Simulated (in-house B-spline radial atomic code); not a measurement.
The numbers below are computed, except where a source is named.
**Weak and strong correlation along the adiabatic connection**

Two-electron singlets in several external potentials (atomic units), by full CI in B-splines with partial waves to l = 8 (correlation energies up to 0.6 % small). The repulsion is scaled by λ at fixed density; W(λ) is the mean repulsion less the Hartree energy, W(0) = E_x, and the area under W from 0 to 1 is E_xc.

One system gave this curve:

```csv
λ,W (hartree)
0,-5.4167
0.02,-5.419
0.05,-5.4223
0.12,-5.4299
0.25,-5.4441
0.4,-5.4602
0.6,-5.4813
0.8,-5.502
1,-5.5223
1.4,-5.5619
2,-5.6185
3,-5.7063
4.5,-5.8242
7,-5.9899
10,-6.1493
```

(1) Which system is it?
A. −Z exp(−kr)/r, Z = 1.92, k = 0.186
B. −Z exp(−kr)/r, Z = 2.85, k = 0.264
C. −Z exp(−kr)/r, Z = 1.52, k = 0.106
D. empty sphere, radius 0.328 bohr

Answers

(1) D. The exchange energy sets the size: empty sphere, radius 0.328 bohr: E_x = -5.42, E_c = -0.0536; −Z exp(−kr)/r, Z = 2.85, k = 0.264: E_x = -1.54, E_c = -0.0433; −Z exp(−kr)/r, Z = 1.92, k = 0.186: E_x = -0.959, E_c = -0.042; −Z exp(−kr)/r, Z = 1.52, k = 0.106: E_x = -0.715, E_c = -0.0411 hartree.
